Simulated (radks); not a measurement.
The mean radii <r> (bohr) of the occupied orbitals of an atom or ion are listed with their occupations. All-electron calculation, scalar-relativistic Kohn-Sham, LDA (Slater exchange, VWN5 correlation), spin-polarised, spherical densities, finite nucleus; Fermi nuclear charge, rms radius of each element as measured or else 0.836 A^(1/3) + 0.57 fm. Program: a radial shooting solver on a logarithmic mesh with Libxc functionals.

orbital  occ.      <r>
1s up       1  0.03513
1s down     1  0.03508
2s up       1   0.1469
2s down     1   0.1475
2p up       3   0.1264

Name the element and its charge. Open shells, if any, are filled with parallel spins first.

Answer. Z = 42, molybdenum, charge +35: Mo35+ in [He] 2s2 2p3. The 1s radius gives Z: for a bare nucleus <r> = (2 gamma + 1)/(2Z) with gamma = sqrt(1 - (Z/c)^2), 0.03457 bohr for Z = 42, and screening makes it slightly larger (0.03513 here). The occupations add up to 7, and the charge is Z minus that.
